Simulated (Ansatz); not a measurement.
CH6ClNSi2 (`[SiH3][C@@H]1N[Si@H]1Cl`), relaxed with RKS PBE-D4/def2-SVP in the Gaussian-basis code of Ansatz from a rough embedded geometry. The force threshold is 0.03 eV/Å; the program also tests the step.

Charge 0, multiplicity 1.

Start:

```xyz
11

Si    0.646    1.286    0.849
C     0.480   -0.373    0.182
N     0.366   -0.577   -1.240
Si   -1.169   -0.706   -0.507
Cl   -1.783   -2.572   -0.618
H     2.057    1.658    1.205
H     0.086    2.357   -0.008
H    -0.110    1.372    2.182
H     0.838   -1.185    0.810
H     0.570   -1.580   -1.493
H    -1.982    0.319   -1.362
```

Task: By how much does the energy fall, and how many steps does the optimiser take? (Best estimate.)

Result: Ansatz gave: 1.02 eV, in 9 steps.

Task: Which bonds change most? (An estimate is asked.)

Result: The calculation gave: Si4–Cl5 from 1.967 to 2.075 Å; Si1–C2 from 1.796 to 1.886 Å; C2–N3 from 1.441 to 1.531 Å; Si4–H11 from 1.563 to 1.488 Å.

Task: Give the relaxed structure. (An estimate is asked.)

Result: Computed: 
```xyz
11

Si    0.682    1.338    0.937
C     0.229   -0.378    0.300
N     0.471   -0.580   -1.198
Si   -1.202   -0.782   -0.813
Cl   -2.036   -2.674   -0.641
H     2.170    1.571    0.865
H    -0.001    2.383    0.096
H     0.236    1.492    2.369
H     0.494   -1.230    0.964
H     1.157   -1.291   -1.473
H    -2.199    0.151   -1.404
```
